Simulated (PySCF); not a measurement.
**Two-component Hartree-Fock for Hg+ (mercury, charge +1)**

Start: [Xe] 4f14 5d10 6s1; 6s1/2 filled at m_j = +1/2. Calculated with PySCF 2.14 in x2c-SVPall-2c (7s10p9d2f, 96 functions): generalised Hartree-Fock with the X2C-1e Hamiltonian and a Gaussian nucleus; one run each with spin-orbit coupling (SO) switched off, then screened by Boettger's factors.

```tsv
spinor shell	electrons	ε, spin-free (eV)	ε, screened SO (eV)	weight of nominal j (screened SO)	rms radius, screened SO (bohr)
1s1/2	2	-83574.6	-83541.4	1.000	0.0187
2s1/2	2	-14973.9	-14963.6	1.000	0.0756
2p1/2	2	-12928.7	-14333.9	1.000	0.0639
2p3/2	4	-12928.7	-12380.4	1.000	0.0720
3s1/2	2	-3630.3	-3626.9	1.000	0.193
3p1/2	2	-3030.1	-3344.3	1.000	0.184
3p3/2	4	-3030.1	-2905.0	1.000	0.201
3d3/2	4	-2387.4	-2441.0	1.000	0.177
3d5/2	6	-2387.4	-2348.5	1.000	0.180
4s1/2	2	-842.86	-841.92	1.000	0.424
4p1/2	2	-642.70	-719.37	1.000	0.429
4p3/2	4	-642.70	-612.05	1.000	0.463
4d3/2	4	-399.71	-411.27	1.000	0.476
4d5/2	6	-399.71	-391.14	1.000	0.486
5s1/2	2	-147.75	-147.67	1.000	0.971
4f5/2	6	-128.45	-130.44	1.000	0.526
4f7/2	8	-128.45	-126.31	1.000	0.528
5p1/2	2	-91.600	-104.52	1.000	1.09
5p3/2	4	-91.600	-86.377	1.000	1.13
5d3/2	4	-25.406	-26.739	0.995	1.54
5d5/2	6	-25.406	-24.542	0.997	1.60
6s1/2	1	-17.464	-17.490	1.000	2.79
```

```csv
quantity,spin-free,screened SO
E (hartree),-19606.35585,-19638.09589
M_J,1/2,1/2
⟨J²⟩,0.752,0.752
⟨L²⟩,0.000,0.151
⟨S²⟩,0.752,0.903
```

Each row is a mean over spinors that exchange with the open shell spreads, by up to 0.355 eV (5d5/2).

Breit and QED terms are absent; they matter most for the inner s and p1/2 levels.

Densities and radii are taken from the X2C orbitals without a picture-change correction, which distorts them close to the nucleus.

Without spin-orbit coupling the j labels of p, d and f shells carry no meaning; the spin-free column gives the mean over the occupied spinors of each nl shell.
